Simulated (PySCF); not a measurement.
A PySCF script (with the pyscf-properties extension) for the NMR shieldings of SMILES C[C@H](CCF)C1C[SiH2]C1, C7H15FSi, on a GFN2-xTB geometry:

```python
import basis_set_exchange as bse
import numpy as np
from pyscf import gto, dft
from pyscf.prop import nmr

atoms = """
C    -1.195979    0.412151    1.475305
C    -0.596791    0.183742    0.088659
C    -1.405985   -0.863341   -0.690280
C    -2.734184   -0.352340   -1.230573
F    -3.677327   -0.214893   -0.238365
C     0.863938   -0.258553    0.197306
C     1.796744    0.751101    0.904754
Si    3.151943    0.481187   -0.411671
C     1.614488   -0.379853   -1.149626
H    -1.152249   -0.505072    2.059367
H    -2.234274    0.721160    1.402057
H    -0.647777    1.183583    2.009805
H    -0.624036    1.128996   -0.468606
H    -1.596206   -1.726842   -0.049579
H    -0.825337   -1.201865   -1.549788
H    -2.629081    0.633643   -1.696291
H    -3.160049   -1.058728   -1.951857
H     0.899097   -1.216950    0.721878
H     1.378883    1.756518    0.885125
H     2.011573    0.507315    1.942181
H     4.234595   -0.420845   -0.019042
H     3.674067    1.655456   -1.109524
H     1.714622   -1.399100   -1.516092
H     1.127588    0.203291   -1.930659
"""
names = dict.fromkeys(["C", "F", "Si", "H"], "pcSseg-1")
basis = {el: gto.basis.parse(bse.get_basis(n, elements=[el], fmt="nwchem")) for el, n in names.items()}
mol = gto.M(atom=atoms, basis=basis, charge=0, verbose=0)
mf = dft.RKS(mol, xc="PBE0")
mf.grids.level = 2
mf.grids.alignment = dft.numint.BLKSIZE   # the property module wants whole blocks of grid points
mf.conv_tol = 1e-9
mf.kernel()

calc = nmr.RKS(mf)   # GIAO
C = mf.mo_coeff
Co = C[:, mf.mo_occ > 0]
resp = mf.gen_response(singlet=True, hermi=2)
def vind(x):   # induced exchange potential for any number of trial vectors
    d = np.einsum("pi,xij,qj->xpq", C, 2 * x.reshape(-1, C.shape[1], Co.shape[1]), Co, optimize=True)
    return np.einsum("xpq,pi,qj->xij", resp(d - d.transpose(0, 2, 1)), C, Co, optimize=True).ravel()
mo1, _ = nmr.rhf.solve_mo1(calc, with_cphf=vind)
sigma = calc.kernel(mo1)
for i, s in enumerate(sigma):   # ppm
    print("%2d %-2s %9.2f" % (i, mol.atom_pure_symbol(i), np.trace(s) / 3))
```

Q: What are the results?

A: 
```
 0 C     167.29
 1 C     134.61
 2 C     148.76
 3 C      96.75
 4 F     413.88
 5 C     145.52
 6 C     170.47
 7 Si    399.84
 8 C     169.84
 9 H      31.38
10 H      30.03
11 H      30.39
12 H      30.65
13 H      30.39
14 H      30.13
15 H      27.03
16 H      26.61
17 H      29.82
18 H      30.56
19 H      30.15
20 H      27.10
21 H      27.10
22 H      30.17
23 H      30.75
```

These numbers come from an equivalent density-fitted implementation of the same equations, which agrees with the script to about 0.01 ppm for H and up to a few tenths of a ppm for heavy atoms, so last digits may differ.

Q: Turn these shieldings into chemical shifts. References, each an isolated molecule treated in the same way: TMS for 13C (186.93 ppm), 29Si (349.16 ppm), 1H (31.72 ppm); 19F (170.95 ppm) against CFCl3.

A: Averaging equivalent atoms: C 3: 90.2; C 1: 52.3; C 5: 41.4; C 2: 38.2; C 0: 19.6; C 8: 17.1; C 6: 16.5; F 4: -242.9; Si 7: -50.7; H 16: 5.11; H 15: 4.69; H 21: 4.62; H 20: 4.62; H 17: 1.89; H 14: 1.59; H 19: 1.56; H 22: 1.55; H 13: 1.33; H 18: 1.16; H 9/10/11: 1.12; H 12: 1.06; H 23: 0.96 ppm. Unscaled 19F shifts against computed CFCl3 carry errors that often reach 10 to 50 ppm.

Size and cost of the density-fitted run: 235 basis functions, 2.5 min wall time on 1 thread of an Intel Xeon, shared host; peak memory 0.98 GiB.
